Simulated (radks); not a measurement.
Values are calculated unless marked as measured or tabulated.
Question: Species: the praseodymium ion Pr8+. Configuration: [Kr] 4d10 4f1 5s2 5p2. Code: a radial shooting solver on a logarithmic mesh with Libxc functionals. Model: Dirac Kohn-Sham, exchange-only PBE, spin-unpolarised, spherical densities, finite nucleus; open shells fill j = l - 1/2 first; Fermi nuclear charge, rms radius 4.8919 fm. Some entries of the table are withheld. Estimate them.

orbital,occ.,eigenvalue (Ry),<1/r> (bohr^-1)
1s1/2,2,-3079.252,64.69
2s1/2,2,-502.5481,15.28
2p1/2,2,-475.4682,15.26
2p3/2,4,-440.0229,13.77
3s1/2,2,-115.3582,5.526
3p1/2,2,-103.8374,5.440
3p3/2,4,-96.81474,5.067
3d3/2,4,-76.70064,4.934
3d5/2,6,-75.18742,4.840
4s1/2,2,(1),2.308
4p1/2,2,(2),2.206
4p3/2,4,(3),2.084
4d3/2,4,-16.74485,1.879
4d5/2,6,-16.46719,1.849
5s1/2,2,-10.15850,0.9984
5p1/2,2,-8.76835,0.9245
5p3/2,0,-8.44555,0.8868
4f5/2,1,-8.21807,1.441
4f7/2,0,-8.18094,1.432

Answer: 
(1) 4s1/2 eigenvalue (Ry): -29.77000
(2) 4p1/2 eigenvalue (Ry): -25.43678
(3) 4p3/2 eigenvalue (Ry): -23.89198
